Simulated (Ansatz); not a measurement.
Species: BNH$_{2}$Br, charge 0, doublet. BNH2Br (SMILES Br[B]N, doublet).
B3LYP-D3(BJ)/def2-TZVP minimum from Ansatz (a program for electronic structure):
```xyz
5

B     -1.0346     0.2080     0.6461
Br     0.6530    -0.3369    -0.0951
N     -1.8883     1.1143     0.0618
H     -2.7656     1.3744     0.4822
H     -1.6994     1.5770    -0.8178
```
Charge 0, spin multiplicity 2.

Total energies in cc-pVDZ, 17 correlated electrons, 16 frozen orbitals. Open shells are spin-unrestricted; no spin-orbit coupling. Cores are frozen in correlated methods (noble-gas shells, and filled d and f shells in the p block). No relativity. Spin-orbit terms, left out, reach several kcal/mol for Br and I, and more for heavier atoms.

```
method    program  energy (Eh)  minus CCSDT(Q) (mEh)
--------  -------  -----------  --------------------
HF         Ansatz  -2652.71737                384.43
MP2        Ansatz  -2653.06305                 38.75
CCSD       Ansatz  -2653.08991                 11.88
CCSD(T)    Ansatz  -2653.10014                  1.65
CCSDT(Q)   Ansatz  -2653.10179                  0.00
```

Rough core times of Ansatz's runs on a shared machine: CCSD(T) under 20 s, CCSDT(Q) 5 min.
